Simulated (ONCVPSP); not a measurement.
## Building the ONCV potential for copper (Cu) (LDA (Perdew-Wang 92), scalar-relativistic).

ONCVPSP 4.0.1 was run on this input:

```
# ATOM AND REFERENCE CONFIGURATION
# atsym  z   nc   nv     iexc    psfile
  Cu 29.00    3    4  -001012      upf
#
#   n    l    f
    1    0    2.00
    2    0    2.00
    2    1    6.00
    3    0    2.00
    3    1    6.00
    3    2   10.00
    4    0    1.00
#
# PSEUDOPOTENTIAL AND OPTIMIZATION
# lmax
    2
#
#   l,   rc,      ep,       ncon, nbas, qcut
    0    0.95    0.00    4    9   12.80
    1    0.85    0.00    5   10   14.70
    2    0.85    0.00    5    9   21.40
#
# LOCAL POTENTIAL
# lloc, lpopt,  rc(5),   dvloc0
    4    5    0.65    4.00
#
# VANDERBILT-KLEINMAN-BYLANDER PROJECTORs
# l, nproj, debl
    0    2    1.20
    1    2    2.20
    2    2    1.90
#
# MODEL CORE CHARGE
# icmod, fcfact, rcfact
    0    0.00    0.00
#
# LOG DERIVATIVE ANALYSIS
# epsh1, epsh2, depsh
   -6.00    5.00    0.04
#
# OUTPUT GRID
# rlmax, drl
    6.00    0.01
#
# TEST CONFIGURATIONS
# ncnf
    4
# nvcnf
#   n    l    f
    4
    3    0    2.00
    3    1    6.00
    3    2   10.00
    4    0    0.00
#
    4
    3    0    2.00
    3    1    6.00
    3    2    9.00
    4    0    0.00
#
    4
    3    0    2.00
    3    1    6.00
    3    2    8.00
    4    0    0.00
#
    4
    3    0    1.00
    3    1    6.00
    3    2   10.00
    4    0    1.00
#
```

Command:

```bash
oncvpsp.x < Cu.dat > Cu.out
```

Output (shortened: citation, most of the input echo, consistency checks and plot data are left out):

```
ONCVPSP  (Optimized Norm-Conservinng Vanderbilt PSeudopotential)
scalar-relativistic version 4.0.1

#   n    l    f        energy (Ha)
    1    0    2.00    -3.2461996E+02
    2    0    2.00    -3.8968717E+01
    2    1    6.00    -3.3678021E+01
    3    0    2.00    -4.1949477E+00
    3    1    6.00    -2.6471307E+00
    3    2   10.00    -1.9566612E-01
    4    0    1.00    -1.7853985E-01

Reference configufation results
  iterations    39
  all-electron total energy (Ha)   -1.65226354D+03

Begin loop to  construct optimized pseudo wave functions
and semi-local pseudopoentials for all angular momenta

Calculating optimized projector #   1

 for l=   0

    Fraction of norm inside rc  0.825136
    Optimizing pswf for qcut=  12.78 a_B^-1,  ecut=  81.69 Ha
    Residual kinetic energy error=  6.20D-06 Ha

    Energy error per electron        Cutoff
         Ha          eV             Ha
         0.01000     0.27211       48.95
         0.00100     0.02721       61.36
         0.00010     0.00272       71.06
         0.00001     0.00027       79.69

Calculating optimized projector #   2

 for l=   0

    Fraction of norm inside rc  0.022933
    Optimizing pswf for qcut=  12.78 a_B^-1,  ecut=  81.69 Ha
    Residual kinetic energy error=  9.94D-07 Ha

    Energy error per electron        Cutoff
         Ha          eV             Ha
         0.01000     0.27211       31.05
         0.00100     0.02721       49.48
         0.00010     0.00272       62.68
         0.00001     0.00027       73.23

WARNING wellstate: negative energy specified for n= 4 l=  1
WARNING scattering state with energy  0.25000000
WARNING will be used for the first projector

   Wellstate for l =  1  n =  4
     eigenvalue =   0.2500
     asymptotic potential =   0.7500
     half-point radius =  3.4956

Calculating optimized projector #   1

 for l=   1

    Fraction of norm inside rc  0.682916
    Optimizing pswf for qcut=  14.68 a_B^-1,  ecut= 107.71 Ha
    Residual kinetic energy error=  2.37D-05 Ha

    Energy error per electron        Cutoff
         Ha          eV             Ha
         0.01000     0.27211       34.35
         0.00100     0.02721       76.21
         0.00010     0.00272       95.55
         0.00001     0.00027      203.29

Calculating optimized projector #   2

 for l=   1

    Fraction of norm inside rc  0.033895
    Optimizing pswf for qcut=  14.68 a_B^-1,  ecut= 107.71 Ha
    Residual kinetic energy error=  2.19D-06 Ha

    Energy error per electron        Cutoff
         Ha          eV             Ha
         0.01000     0.27211       24.77
         0.00100     0.02721       35.21
         0.00010     0.00272       77.20
         0.00001     0.00027       96.88

   Wellstate for l =  2  n =  4
     eigenvalue =   1.7043
     asymptotic potential =   2.2043
     half-point radius =  2.2957

Calculating optimized projector #   1

 for l=   2

    Fraction of norm inside rc  0.491152
    Optimizing pswf for qcut=  21.40 a_B^-1,  ecut= 229.02 Ha
    Residual kinetic energy error=  1.83D-05 Ha

    Energy error per electron        Cutoff
         Ha          eV             Ha
         0.01000     0.27211      124.72
         0.00100     0.02721      153.81
         0.00010     0.00272      179.07
         0.00001     0.00027      712.43

Calculating optimized projector #   2

 for l=   2

    Fraction of norm inside rc  0.112381
    Optimizing pswf for qcut=  21.40 a_B^-1,  ecut= 229.02 Ha
    Residual kinetic energy error=  5.54D-08 Ha

    Energy error per electron        Cutoff
         Ha          eV             Ha
         0.01000     0.27211      113.73
         0.00100     0.02721      147.02
         0.00010     0.00272      173.17
         0.00001     0.00027      194.71

Construct Vanderbilt / Kleinmman-Bylander projectors

B matrix Hermiticity error, ll=   0
   1   2    4.5017E-04

  Orthonormal projector coefficients  2.8220E+01  3.3830E+00

B matrix Hermiticity error, ll=   1
   1   2    3.5875E-04

  Orthonormal projector coefficients  1.2147E+01  1.5789E+00

B matrix Hermiticity error, ll=   2
   1   2    3.0079E-04

  Orthonormal projector coefficients -2.2843E+01 -5.6411E+00

Pseudoatom total energy -196.565921

Diagnostic tests using Vanderbilt-Kleinman-Bylander pseudopotentials
  1 or more projectors used as specified by nproj input data

   l    rcore       rmatch      e in        delta e   norm test  slope test

   0   0.9503571   0.9792120  -4.1949477  -0.0000191   1.0002313   1.0002494
   0   0.9503571   0.9792120  -0.1785398   0.0000094   1.0001161   1.0000962

   1   0.8533421   0.8792514  -2.6471307  -0.0000448   1.0002154   1.0002787
   1   0.8533421   0.8792514   0.2500000   0.0000486   1.0004796   1.0004796

   2   0.8533421   0.8792514  -0.1956661   0.0000013   1.0001440   1.0001099
   2   0.8533421   0.8792514   1.7043339  -0.0000469   1.0004082   1.0004082

 Testing for bound ghosts
   n   l    E NL Schr. Eq   E Basis Diag.   E Cutoff

   1   0       -4.194967       -4.194852    386.68
   2   0       -0.178530        0.365878    386.68

   2   1       -2.647176       -2.644705    686.32

   3   2       -0.195665       -0.142194    607.78

 Testing for highly-localized positive-energy ghosts
       l    <radius>/rc     E Basis Diag.   E Cutoff

       0        0.909571       27.002315    386.68  WARNING - GHOST(+)

Test configuration 0

   n   l     f        eae           eps        diff
   1   0  2.0000 -324.61996195
   2   0  2.0000  -38.96871653
   2   1  6.0000  -33.67802090
   3   0  2.0000   -4.19494765   -4.19496671   -1.91D-05
   3   1  6.0000   -2.64713068   -2.64717552   -4.48D-05
   3   2 10.0000   -0.19566612   -0.19566478    1.35D-06
   4   0  1.0000   -0.17853985   -0.17853040    9.44D-06

    Total energies and differences
      AE_ref= -1.65226354D+03  AE_tst= -1.65226354D+03  dif=  0.00D+00
      PS_ref= -1.96565921D+02  PS_tst= -1.96565921D+02  dif=  7.96D-13
      PSP excitation error= -7.96D-13

Test configuration 1

psatom: WARNING lschvkbb convergence error n,l,iter=   3   2  37
ea(ii),et,emin,emax -3.856955E-01 -4.242650E-01 -4.242650E-01 -4.242650E-01
run_config: WARNING for fully non-local PS atom, stg. 1
 WARNING no output for configuration 2

Test configuration 2

   n   l     f        eae           eps        diff
   1   0  2.0000 -325.56606652
   2   0  2.0000  -39.91728589
   2   1  6.0000  -34.62600406
   3   0  2.0000   -5.13741963   -5.13754950   -1.30D-04
   3   1  6.0000   -3.58579148   -3.58597835   -1.87D-04
   3   2  9.0000   -1.10195248   -1.10200255   -5.01D-05

    Total energies and differences
      AE_ref= -1.65226354D+03  AE_tst= -1.65115671D+03  dif=  1.11D+00
      PS_ref= -1.96565921D+02  PS_tst= -1.95459042D+02  dif=  1.11D+00
      PSP excitation error= -4.96D-05

Test configuration 3

psatom: WARNING lschvkbb convergence error n,l,iter=   3   2   3
ea(ii),et,emin,emax -1.956648E-01 -2.152313E-01 -2.152313E-01 -2.152313E-01
run_config: WARNING for fully non-local PS atom, stg. 1
 WARNING no output for configuration 4

Test configuration 4

   n   l     f        eae           eps        diff
   1   0  2.0000 -325.36241681
   2   0  2.0000  -39.59584886
   2   1  6.0000  -34.31518911
   3   0  1.0000   -4.78405616   -4.78176329    2.29D-03
   3   1  6.0000   -3.23064080   -3.22804126    2.60D-03
   3   2 10.0000   -0.74078833   -0.74143148   -6.43D-04
   4   0  1.0000   -0.51511180   -0.51479357    3.18D-04

    Total energies and differences
      AE_ref= -1.65226354D+03  AE_tst= -1.64779000D+03  dif=  4.47D+00
      PS_ref= -1.96565921D+02  PS_tst= -1.92092608D+02  dif=  4.47D+00
      PSP excitation error=  2.19D-04
```

The run took about 3.8 s on one core of a shared server CPU.
